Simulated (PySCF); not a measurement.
Method: PBE-D3(BJ)/def2-TZVP // CAM-B3LYP-D3(BJ)/def2-TZVP run with PySCF 2.14.0. All species are isolated molecules in the gas phase. One relaxed conformer stands for a flexible species; it need not be the lowest. Excitations are Tamm–Dancoff values on a coarser integration grid. The basis has no diffuse functions, so Rydberg states are missing or too high.

Reference species (SMILES): `C=[SiH2]` (neutral, multiplicity 1).

```
Quantity                Value
-------------------  --------
S1–T1 gap (TDA)       2.94 eV
LUMO                 -2.05 eV
T1 excitation (TDA)   2.72 eV
```

Changed species: `[NH2][GaH2]`.

Q: Predict the effect on the S1–T1 gap (TDA), LUMO and T1 excitation (TDA).

A: the S1–T1 gap (TDA) falls by 1.38 eV, to 1.56 eV; the LUMO increases by 0.57 eV, to -1.48 eV; the T1 excitation (TDA) rises by 1.44 eV, to 4.16 eV.
